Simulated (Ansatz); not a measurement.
A structure relaxed at r2SCAN-D4/def2-SVP in Ansatz, charge 0, singlet:

```xyz
10

Ge   -1.0316   -0.0104    2.1239
Ge    1.5006    0.0763   -2.1036
Ge   -1.0935    1.8740   -0.9662
Ge    1.4250    0.3936    0.6623
Ge   -0.6411   -2.2248   -0.3385
O    -0.2982    1.3100    0.5600
O     0.7835   -0.4308    2.0971
O     0.7297   -0.9956   -0.7303
O     0.1592    1.2733   -2.1302
O    -1.5335   -1.2656    0.8255
```

Problem. Give its formula.

Solution. Ge₅O₅ (the lowest singlet isomer of a short search).

Problem. Summarise the bond lengths by kind (pairs closer than 1.2 times the sum of covalent radii, bridged metal pairs left out).

Solution. 12 × Ge–O 1.75 to 2.17 Å; 1 × Ge–Ge 2.79 Å.

The structure comes from a short search, and lower isomers may exist.
